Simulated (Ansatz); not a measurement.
Z-matrix (Å, degrees):
```
C
H 1 1.1043
H 1 1.1043 2 107.23
C 1 1.5314 2 113.00 3 -125.17
H 4 1.0871 1 125.38 2 60.99
C 1 1.5734 2 111.02 3 121.44
H 6 1.0976 1 113.68 2 -122.17
H 6 1.0976 7 108.76 1 -127.76
Si 4 1.7207 5 143.69 1 -180.00
H 9 1.4987 4 139.40 5 0.00
```
Charge 0, multiplicity 1.

The numbers are results of frozen-core CCSD(T)/cc-pVTZ // PBE-D3(BJ)/def2-TZVP run with Ansatz (a quantum-chemistry and plane-wave program), not measurements. The restricted HF reference is unstable towards unrestricted orbitals.

The HF energy is -405.97868 Ha and the MP2 correlation energy is -0.62942 Ha.

Problem. Estimate the CCSD correlation energy, the (T) correction, the total energy and the T1 diagnostic.

Solution. 
| Quantity | Result |
|---|---|
| CCSD correlation energy | -0.66465 Ha |
| (T) correction | -0.03288 Ha |
| CCSD(T) total energy | -406.67622 Ha |
| T1 diagnostic | 0.013 |
